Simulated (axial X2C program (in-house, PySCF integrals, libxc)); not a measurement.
Bond lengths and stretching modes, held linear, of HInH

Computed with an in-house all-electron X2C program for linear molecules (integrals from PySCF): two-component X2C with atomic mean-field Coulomb and Gaunt terms, Gaussian nuclei, basis H dyall-v3z, In dyall-v3z with contracted cores. Spin-free rows use the one-electron spin-free X2C Hamiltonian.

Masses H 1.008, In 114.904, H 1.008 u. States: 2c Ω = 1/2 (beyond evenly filled blocks: ω = 1/2); spin-free M_S = 1/2, Λ = 1 (beyond evenly filled blocks: π+α).

PBE0, 2c: energies above the lowest point

```
r(H–In) (Å)  r(In–H) (Å)  E (meV)
     1.6253       1.6253    24.03
     1.6253       1.6670    12.20
     1.6253       1.7087    25.38
     1.6670       1.6253    12.20
     1.6670       1.6670     0.00
     1.6670       1.7087    12.77
     1.6670       1.7504    46.55
     1.7087       1.6253    25.38
     1.7087       1.6670    12.77
     1.7087       1.7087    25.08
     1.7504       1.6670    46.55
     1.7504       1.7504    91.14
```

Question: Fit a quadratic surface with cubic terms in each bond: where is the minimum, and what are the two stretching wavenumbers?

Answer: At PBE0, 2c: bonds 1.665 and 1.665 Å; harmonic stretches 1955.2 and 2008.2 cm⁻¹; force constants 2.31, 2.31 and coupling -0.04 mdyn/Å.

The other levels and Hamiltonians give:

```csv
Hamiltonian,level,r(H–In) (Å),r(In–H) (Å),lower stretch (cm⁻¹),upper stretch (cm⁻¹)
2c,HF,1.676,1.676,1997.0,2034.6
2c,PBE,1.676,1.676,1889.7,1951.6
2c,MP2,1.650,1.650,2002.5,2048.7
spin-free,PBE0,1.665,1.665,1956.7,2012.3
spin-free,HF,1.676,1.676,1999.8,2039.3
spin-free,PBE,1.675,1.675,1891.4,1956.1
spin-free,MP2,1.650,1.650,2003.4,2052.0
```

Each state is one determinant, the lowest of a limited PBE0 search; the stretches come from a fit to these few points and carry an uncertainty of a few per cent. Other orders of the atoms were not compared. MP2 freezes inner shells (threshold -2 hartree). The molecule was held linear; bending was not examined, so a bent shape may lie lower. Note: functional without a current term on a determinant with orbital currents, of the molecule or an atom.
